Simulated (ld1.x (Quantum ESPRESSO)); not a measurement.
# Which change was made? (Br, RRKJ)

ld1.x (Quantum ESPRESSO) 7.5 input, shortened:

```
&input
   title='Br', zed=35., rel=1, dft='PBESOL', iswitch=3,
   config='[Ar] 3d10 4s1.75 4p5.25 4f-2'
 /
 &inputp
   pseudotype=2, tm=.false., lloc=0,
   nlcc=.false.
 /
4
4P  2  1   5.25   0.00  1.50  1.50  0.0
3D  3  2  10.00   0.00  0.75  0.75  0.0
4F  4  3  -2.00   0.05  1.25  1.25  0.0
4S  1  0   1.75   0.00  1.25  1.25  0.0
 &test
   configts(1)='3d10 4s1.75 4p5.25'
 /
```

Cutoffs, loose and tight: the cutoffs (Ry, on a coarse ladder) from which the occupation-weighted sum of valence levels, in a spherical-Bessel basis at the reference potential, stays within 10 and 1 mRy of its value at 400 Ry. They do not see the model core or the augmentation charge, which bear on the density cutoff. Test errors are all-electron minus pseudo excitation energies from the reference, over the configurations 3d10 4s2 4p5; 3d10 4s2 4p4; 3d10 4s2 4p3; 3d10 4s2 4p4.5; 3d10 4s1 4p5; 3d10 4s2 4p5.3; 3d9 4s2 4p6; variants that change the core or the reference have their own tests.

The base gives: outcome: generated; cutoff, loose: over 300 Ry; cutoff, tight: over 300 Ry; bound ghosts: p; largest test error (meV): -1432.

Problem. After one change the result is: outcome: generated; cutoff, loose: 45 Ry; cutoff, tight: 70 Ry; bound ghosts: d; largest test error (meV): -42. Which change was it?
A. all radii scaled by about 0.88 (s 1.10, p 1.32, d 0.66, f 1.10 bohr)
B. core [Ar] 3d10, valence charge 7; reference 4s2 4p5; waves now 4p (bound): rc 1.45 bohr; 4d channel at -0.1 Ry: rc 1.50 bohr; 4s (bound): rc 1.50 bohr; core correction a·sin(br)/r model core inside 0.65 bohr
C. wave 3d (bound): rc 0.75 bohr becomes 3d (bound): rc 1.04 bohr

Solution. B. The others give: all radii scaled by about 0.88 (s 1.10, p 1.32, d 0.66, f 1.10 bohr) → outcome: generated; cutoff, loose: over 300 Ry; cutoff, tight: over 300 Ry; bound ghosts: p; largest test error (meV): -1805 | wave 3d (bound): rc 0.75 bohr becomes 3d (bound): rc 1.04 bohr → outcome: generated; cutoff, loose: 230 Ry; cutoff, tight: over 300 Ry; bound ghosts: p; largest test error (meV): -680.
